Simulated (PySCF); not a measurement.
C5H2F3O: g tensor and hyperfine couplings

C₅H₂F₃O (doublet state).
Structure used (GFN2-xTB), in Å, numbered top down from 1:
```
atom  x, y, z in Å
O1     2.973    1.325   -0.328
C2     2.170    0.462   -0.206
C3     1.665   -0.804    0.038
C4     0.697    0.139   -0.269
C5    -0.582    0.543   -0.338
F6    -0.918    1.713   -0.917
C7    -1.740   -0.166    0.311
F8    -1.594   -0.240    1.658
F9    -1.811   -1.450   -0.118
H10    1.840   -1.855    0.053
H11   -2.695    0.335    0.091
```

The hyperfine couplings belong to this conformer and change with its torsions.

Identity: `FC(F)[C](F)c1cc1=O` [radical].

Theory: UKS B3LYP, pcH-1 on C F H O, non-relativistic, mean-field spin-orbit, GIAO (PySCF). Isolated species at its GFN2-xTB geometry (one conformer only). Couplings are sensitive to structure, and on GFN2-xTB geometries they can be far from those on DFT ones. The frame is twisted about the C4–C5 bond at this geometry (dihedral C3–C4–C5–C7 = 12°); couplings at other torsion angles weren't computed. The SCF solution wasn't tested for stability.

```json
{
  "g1, g2, g3": "2.00268, 2.00389, 2.00541",
  "g_iso": "2.00399",
  "Form of g": "rhombic: the two nearest values differ by 44 % of g3 − g1",
  "⟨S²⟩": "0.7654 (exact 0.7500)",
  "α and β electrons": "34, 33",
  "HOMO–LUMO gap, α and β orbitals": "5.71, 2.94 eV"
}
```

Hyperfine couplings atom by atom, in MHz; T1 to T3 are the principal values of the dipolar part; ρ(0) is the spin density at the nucleus:

```
atom  isotope  a_iso      T1      T2     T3  Mulliken spin population  ρ(0) (bohr⁻³)
  O1      17O   -9.0   -44.1    20.1   24.1                      0.12         0.0149
  C2      13C  -16.3    -9.3     1.5    7.9                      0.00        -0.0145
  C3      13C   38.3   -32.1   -31.1   63.2                      0.38         0.0341
  C4      13C  -39.0   -25.1     7.6   17.5                     -0.10        -0.0347
  C5      13C   53.8   -52.2   -51.0  103.2                      0.54         0.0479
  F6      19F  121.9  -203.7  -174.9  378.5                      0.06         0.0290
  C7      13C  -20.2    -1.8    -0.9    2.7                     -0.02        -0.0180
  F8      19F   76.1   -36.0   -34.3   70.4                      0.01         0.0181
  F9      19F   48.9   -40.3   -37.2   77.5                      0.01         0.0116
 H10       1H  -22.6   -14.6    -1.6   16.2                     -0.01        -0.0050
 H11       1H    4.3    -3.6    -2.8    6.4                      0.00         0.0010
```

Largest spin populations (Mulliken): C5 (+0.54), C3 (+0.38), O1 (+0.12) and C4 (-0.10). The positive populations add up to 1.13 and the negative ones to -0.13, together 2S = 1. The angles at C5 add up to 359.8°, so it is planar.

C5, the radical centre as drawn in `O=c1cc1[C](F)C(F)F`, holds a spin population of +0.54 out of 1.

Under fast tumbling the dipolar parts average out, and these isotropic splittings remain: 1 × 19F (F6, I = 1/2, 2 lines) with 4.34 mT, 2 × 19F (F8/F9, I = 1/2, 3 lines) with 2.23 mT, 1 × 1H (H10, I = 1/2, 2 lines) with 0.80 mT and 1 × 1H (H11, I = 1/2, 2 lines) with 0.15 mT.

Means are taken over nuclei equivalent by connectivity, which assumes that they swap fast. The 19F value of +62.5 MHz is a mean of couplings from 48.9 to 76.1 MHz in this one geometry, not an average over conformers.

The 17O coupling of O1 (-9.0 MHz) shows only in satellite lines or after enrichment, since that isotope makes up about 0.038 % of natural oxygen.

The 13C coupling of C5 (53.8 MHz) shows only in satellite lines or after enrichment, since that isotope makes up about 1.07 % of natural carbon.

On an Arm Neoverse V2 with one thread, on a shared host, this took 47 s wall (grids of density and orbitals included) and 0.88 GiB of memory at its peak.
